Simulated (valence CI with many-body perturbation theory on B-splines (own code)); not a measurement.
# E1 line list for Mn V

Level of theory: valence CI with perturbative core correlation (CI+MBPT): three valence electrons over a frozen Dirac-Fock core [Ar], radial functions for each j: 7 s, 7 p, 8 d, 6 f, 4 g, 1 h, with the one-electron correlation potential Σ1 (screened to all orders), the two-electron term Σ2, the three-electron term Σ3, Breit, model QED; selected single and double excitations, second order for the rest, scaled by the run's own slope (own B-spline code, finite nucleus).

Against 67 measured levels this calculation errs by 1039 cm⁻¹ on average and by 1766 at most. These come from a selection out of Corliss and Sugar, J. Phys. Chem. Ref. Data 6, 1253 (1977). Levels without a partner in it may be off by more, other configurations by 1,000 to 8,000 cm⁻¹. The list stops below the first excitations out of the core.

Lines 201 to 250 of 562 in falling wavelength, among levels below 297960 cm⁻¹, chosen from the strongest by gf and those to the six lowest levels. Wavelengths and rates use the calculated energies, so an error of 1000 cm⁻¹ moves a line at 1313 Å by 1.3 % and its rate by three times that or more. Electric multipoles are in the length gauge, E1 and E2 with the static RPA response of the core. Weak lines are less certain than strong ones. Lines between different terms over intervals too small for the method are left out, as are lines whose strength nearly cancels. Where a level lies close to another of its J and parity, the split of strength between their lines is uncertain. The highest levels of a list are the least certain.

Names give the largest LS component (configuration and term), which can be under half, so a name can repeat, a term be missing and a line seem to break the LS rules; names also repeat where a configuration has a term twice. Letters in brackets count levels of one name in rising energy.

```tsv
λ vac (Å)	λ from measured levels	Upper	Lower	A (s⁻¹)	log gf	Branch %
1313	1324	3d2 4p 2P°_3/2 [a]	3d2 4s 2F_5/2	7.30e+06	-2.12	0.1
1307	1315	3d2 4p 2F°_5/2 [b]	3d2 4s 2F_5/2	6.97e+07	-0.97	1.0
1306	1315	3d2 4p 2F°_7/2 [b]	3d2 4s 2F_7/2	6.48e+07	-0.88	0.9
1288	1296	3d2 4p 2F°_7/2 [b]	3d2 4s 2F_5/2	4.00e+06	-2.10	0.1
1287		3d2 4p 2P°_3/2 [b]	3d2 4s 4P_5/2	7.74e+06	-2.11	0.1
1286	1302	3d2 4p 4D°_5/2 [b]	3d2 4s 2F_7/2	1.68e+07	-1.60	0.5
1278	1294	3d2 4p 4D°_3/2 [b]	3d2 4s 2F_5/2	9.99e+06	-2.01	0.3
1271		3d2 4p 2P°_3/2 [b]	3d2 4s 4P_1/2	2.38e+06	-2.64	0.0
1268	1283	3d2 4p 4D°_7/2 [b]	3d2 4s 2F_7/2	1.75e+06	-2.47	0.0
1267	1279	3d2 4p 2D°_5/2 [b]	3d2 4s 2F_7/2	4.35e+07	-1.20	0.9
1266		3d2 4p 2P°_1/2 [b]	3d2 4s 2D_3/2	1.65e+07	-2.10	0.2
1259	1270	3d2 4p 2D°_3/2 [b]	3d2 4s 2F_5/2	5.51e+07	-1.28	1.2
1241		3d2 4p 2F°_7/2 [c]	3d2 4s 4P_5/2	1.36e+07	-1.60	0.2
1238	1235	3d2 4p 2G°_7/2 [b]	3d2 4s 2F_7/2	4.33e+06	-2.10	0.1
1236	1233	3d2 4p 2G°_9/2 [b]	3d2 4s 2F_7/2	5.89e+07	-0.87	0.7
1221	1219	3d2 4p 2G°_7/2 [b]	3d2 4s 2F_5/2	5.39e+07	-1.02	0.6
1220		3d2 4p 2F°_5/2 [c]	3d2 4s 4P_3/2	4.26e+06	-2.24	0.1
1218	1224	3d2 4p 2F°_5/2 [b]	3d2 4s 4F_7/2	2.37e+06	-2.50	0.0
1216		3d2 4p 2F°_7/2 [c]	3d2 4s 2D_5/2	3.91e+07	-1.16	0.7
1212	1218	3d2 4p 2F°_7/2 [b]	3d2 4s 4F_9/2	6.72e+06	-1.93	0.1
1207		3d2 4p 2F°_5/2 [c]	3d2 4s 2D_3/2	3.50e+07	-1.34	0.6
1185	1198	3d2 4p 4D°_3/2 [b]	3d2 4s 4F_5/2	5.11e+07	-1.37	1.5
1185	1197	3d2 4p 4D°_1/2 [b]	3d2 4s 4F_3/2	7.00e+07	-1.53	2.1
1184	1196	3d2 4p 4D°_5/2 [b]	3d2 4s 4F_7/2	4.53e+07	-1.24	1.3
1180	1192	3d2 4p 4D°_3/2 [b]	3d2 4s 4F_3/2	1.33e+07	-1.95	0.4
1178	1190	3d2 4p 4D°_7/2 [b]	3d2 4s 4F_9/2	4.78e+07	-1.10	1.3
1176	1189	3d2 4p 4D°_5/2 [b]	3d2 4s 4F_5/2	1.08e+07	-1.87	0.3
1169	1177	3d2 4p 2D°_3/2 [b]	3d2 4s 4F_5/2	3.04e+06	-2.60	0.1
1169	1181	3d2 4p 4D°_7/2 [b]	3d2 4s 4F_7/2	6.56e+06	-1.97	0.2
1168	1177	3d2 4p 2D°_5/2 [b]	3d2 4s 4F_7/2	5.39e+06	-2.18	0.1
1165	1172	3d2 4p 2D°_5/2 [c]	3d2 4s 2F_7/2	1.62e+08	-0.70	1.8
1151	1157	3d2 4p 2D°_5/2 [c]	3d2 4s 2F_5/2	6.40e+06	-2.12	0.1
1150	1157	3d2 4p 2D°_3/2 [c]	3d2 4s 2F_5/2	1.40e+08	-0.95	1.5
1086	1087	3d2 4p 2F°_7/2 [c]	3d2 4s 2F_7/2	2.25e+06	-2.50	0.0
1064	1065	3d2 4p 2F°_5/2 [c]	3d2 4s 2F_5/2	2.68e+06	-2.56	0.0
555.1	547.5	3d2 4p 2F°_5/2 [a]	3d3 2D_3/2 [b]	3.87e+07	-1.97	0.9
554.3	546.8	3d2 4p 2F°_5/2 [a]	3d3 2D_5/2 [b]	2.65e+07	-2.14	0.6
552.7	545.5	3d2 4p 2D°_3/2 [a]	3d3 2D_3/2 [b]	5.23e+07	-2.02	0.9
551.8	544.3	3d2 4p 2F°_7/2 [a]	3d3 2D_5/2 [b]	6.18e+07	-1.65	1.2
550.6	543.3	3d2 4p 4D°_5/2 [a]	3d3 2D_3/2 [b]	2.11e+07	-2.24	0.3
549.8	542.6	3d2 4p 4D°_5/2 [a]	3d3 2D_5/2 [b]	8.76e+06	-2.62	0.1
549.5	542.4	3d2 4p 4D°_3/2 [a]	3d3 2D_3/2 [b]	4.64e+07	-2.08	0.7
547.4	540.3	3d2 4p 4D°_7/2 [a]	3d3 2D_5/2 [b]	1.93e+07	-2.16	0.3
546.9	539.9	3d2 4p 2D°_5/2 [a]	3d3 2D_3/2 [b]	1.84e+07	-2.31	0.4
546.2	539.1	3d2 4p 2D°_5/2 [a]	3d3 2D_5/2 [b]	6.99e+07	-1.73	1.4
513.9	508.3	3d2 4p 2F°_5/2 [b]	3d3 2D_3/2 [b]	5.44e+07	-1.89	0.8
513.3	507.7	3d2 4p 2F°_5/2 [b]	3d3 2D_5/2 [b]	2.77e+07	-2.18	0.4
510.3	504.9	3d2 4p 2F°_7/2 [b]	3d3 2D_5/2 [b]	8.55e+07	-1.57	1.2
507.8	503.5	3d2 4p 4D°_5/2 [b]	3d3 2D_3/2 [b]	8.81e+06	-2.69	0.2
507.1	502.9	3d2 4p 4D°_5/2 [b]	3d3 2D_5/2 [b]	1.41e+07	-2.49	0.4
```

Question: How does gf follow from A for the line at 1278 Å?

Answer: gf = 1.4992 × (2J+1)_upper × A / σ², with σ = 78238 cm⁻¹ and 2J+1 = 4: gf = 0.00979.
